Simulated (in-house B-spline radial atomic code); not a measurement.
# HSE06 excitations of the chlorine ion Cl⁵⁺

Method: HSE06. Computed with an all-electron radial atomic-structure program (B-spline basis): linear response of the closed shell [Ne] 3s2 with the functional's adiabatic kernel; scalar-relativistic (spin-free one-electron X2C), finite nucleus, no spin-orbit coupling, no double excitations, S, P, D and F terms only.

Command:
```bash
python run_td.py task.json out
```
Settings (radii: box in bohr, nucleus in fm):
```
Z                        17
electrons                12
configuration            [Ne] 3s2
hamiltonian              x2c
method                   hse06
box_radius               16.35
rms_radius               3.3654
intervals                72
```

Time taken, with all properties: 0.9 s on 1 thread of Arm Neoverse N1, on a shared host.

The lowest states, in the order of their Tamm-Dancoff energies; the method's threshold (minus the highest occupied level) is 90.75 eV. Labels give the largest channel, * marks a mixed state, and oscillator strengths are full-response dipole values. Semilocal kernels can invert the small singlet-triplet splittings of Rydberg terms. Energies in eV:

```tsv
state	full response	Tamm-Dancoff	oscillator strength
3s → 3p 3P	11.549	11.911	-
3s → 3p 1P	18.504	19.145	1.26
3s → 3d 3D	32.71	32.82	-
3s → 3d 1D	35.71	35.72	-
3s → 4s 3S	49.96	49.97	-
3s → 4s 1S	51.29	51.31	-
3s → 4p 3P	55.15	55.16	-
3s → 4p 1P	?	?	?
3s → 4d 3D	?	?	-
3s → 4d 1D	62.45	62.45	-
3s → 4f 3F	64.25	64.26	-
3s → 4f 1F	64.58	64.59	-
3s → 5s 3S	68.63	68.64	-
3s → 5s 1S	69.01	69.02	-
3s → 5p 3P	70.88	70.88	-
3s → 5p 1P	71.01	71.01	0.0562
```

(1) Where does 3s → 4p 1P lie?

(2) Where does 3s → 4d 3D lie?

(3) How large is the singlet-triplet splitting of 3s → 3p (P terms) in Tamm-Dancoff?

(4) What polarisabilities and dispersion coefficient does the method give?

## Answers

(1) At 55.66 eV in full response, 55.69 eV in Tamm-Dancoff, oscillator strength 0.15.

(2) At 62.15 eV in full response, 62.16 eV in Tamm-Dancoff.

(3) 7.23 eV, from the unrounded values.

(4) Dipole 2.848 bohr³, quadrupole 3.122 bohr⁵, C6 4.421 hartree·bohr⁶ for two such species.
